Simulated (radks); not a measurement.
Question: The table gives one normalised radial function P(r) = r R(r) (large component) of Ca3+ in [Ne] 3s2 3p5 (r in bohr). Calculated with a radial shooting solver on a logarithmic mesh with Libxc functionals: Dirac Kohn-Sham, RPBE, spin-unpolarised, spherical densities, finite nucleus; open shells fill j = l - 1/2 first; Fermi nuclear charge, rms radius 3.4776 fm.

r	P
0.00282	0.0009
0.003154	0.0011
0.003556	0.0014
0.004009	0.0017
0.004485	0.0021
0.005056	0.0026
0.005701	0.0032
0.006377	0.0040
0.00719	0.0049
0.008106	0.0061
0.009067	0.0075
0.01022	0.0093
0.01153	0.0116
0.01289	0.0142
0.01454	0.0176
0.01639	0.0219
0.01833	0.0267
0.02067	0.0329
0.0233	0.0405
0.02607	0.0491
0.02939	0.0601
0.03314	0.0734
0.03706	0.0880
0.04179	0.1064
0.04712	0.1280
0.0527	0.1512
0.05942	0.1795
0.067	0.2114
0.07494	0.2443
0.08449	0.2824
0.09526	0.3227
0.1066	0.3612
0.1201	0.4017
0.1355	0.4391
0.1515	0.4686
0.1708	0.4909
0.1926	0.4996
0.2154	0.4918
0.2429	0.4622
0.2739	0.4073
0.3063	0.3311
0.3454	0.2219
0.3894	0.0858
0.4356	-0.0618
0.4911	-0.2352
0.5537	-0.4148
0.6193	-0.5779
0.6983	-0.7362
0.7873	-0.8647
0.8806	-0.9469
0.9929	-0.9867
1.119	-0.9736
1.252	-0.9163
1.412	-0.8151
1.592	-0.6858
1.78	-0.5539
2.007	-0.4160
2.263	-0.2939
2.532	-0.2000
2.854	-0.1223
3.218	-0.0682
3.6	-0.0360
4.059	-0.0163

Which n and l does it have? It may be an empty orbital.

Answer: n = 3, l = 1: the number of nodes gives n - l - 1 = 1, the rise at small r points to l (for j = l - 1/2 the large component starts outside the nucleus as r^gamma with gamma = sqrt(l^2 - (Z/c)^2) = 0.99 and the r^(l+1) term takes over further out; the orbital of l - 1 with the same j starts with the same power, but with a larger coefficient, and does not steepen), and the extent must fit the shell. The curve is that of 3p1/2; the two j differ most near the nucleus, where j = l - 1/2 has the larger amplitude, and in heavy atoms j = l - 1/2 is also the more compact. 3p1/2: eigenvalue -59.918 eV, 1 radial node at r = 0.416 bohr, <r> = 1.20 bohr, 90 % of the charge inside 1.83 bohr.
